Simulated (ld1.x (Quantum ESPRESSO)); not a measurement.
# chlorine (Cl): one change to a TM potential, before and after

| Quantity | Value |
| --- | --- |
| Element | Cl (Z = 17) |
| Generator | ld1.x (Quantum ESPRESSO) 7.5 |
| Type | norm-conserving Troullier–Martins (Kleinman–Bylander form) |
| Functional | Wu–Cohen |
| Relativity | non-relativistic |
| Frozen core | [Ne] |
| Valence charge | 7 |
| Reference configuration | 3s2 3p3 (charge +2) |
| Partial waves | 3s (bound): rc 1.20 bohr; 3p (bound): rc 1.20 bohr; 3d channel at 0.25 Ry: rc 0.90 bohr |
| Local potential | all-electron potential smoothed inside 0.75 bohr (lloc = -1) |
| Core correction | none |

Change: local potential all-electron potential smoothed inside 0.62 bohr (lloc = -1).

Cutoffs: the cutoffs (Ry, on a coarse ladder) from which the occupation-weighted sum of valence levels, in a spherical-Bessel basis at the reference potential, stays within 10 and 1 mRy of its value at 400 Ry; they do not see the model core or the augmentation charge, which bear on the density cutoff. Errors are all-electron minus pseudo energies relative to the spin-unpolarised reference configuration.

Task: What does the change do?

Result: The potential gets neither clearly harder nor softer (60 Ry and 90 Ry → 60 Ry and 90 Ry); both files keep a bound ghost (s); of the 7 tests that both files solve, the error grows in 7 and shrinks in 0 by more than 15 % and 0.3 meV (median size 14.7 → 22.7 meV). That the errors move this way runs against the usual rule that smaller radii transfer better.

```tsv
quantity	base	changed
cutoff, loose	60 Ry	60 Ry
cutoff, tight	90 Ry	90 Ry
loose cutoff by channel (10 mRy a level)	s 55 Ry, p 15 Ry	s 50 Ry, p 15 Ry
bound ghosts	s	s
error for 3s2 3p5, meV [ΔE -39.31 eV]	+22	+33
error for 3s2 3p4, meV [ΔE -25.44 eV]	+7.8	+12
error for 3s2 3p2, meV [ΔE 38.31 eV]	+14	+21
error for 3s2 3p5.3, meV [ΔE -41.44 eV]	+25	+39
error for 3s2 3p4.5, meV [ΔE -33.73 eV]	+15	+23
error for 3s1 3p5, meV [ΔE -12.96 eV]	+9.8	+12
error for 3s2 3p1, meV [ΔE 90.58 eV]	+72	+106
s: phases at 1.30 bohr within 0.05 rad from the reference energy up to (Ry; the scan ends near 5)	to the end of the scan	to the end of the scan
p: phases at 1.30 bohr within 0.05 rad from the reference energy up to (Ry; the scan ends near 5)	2.1	1.5
d: phases at 1.30 bohr within 0.05 rad from the reference energy up to (Ry; the scan ends near 5)	to the end of the scan	to the end of the scan
```

 A true bound ghost makes a file unfit for plane-wave use even where its test errors are small: the radial tests pick states by their node count and pass the ghost by.
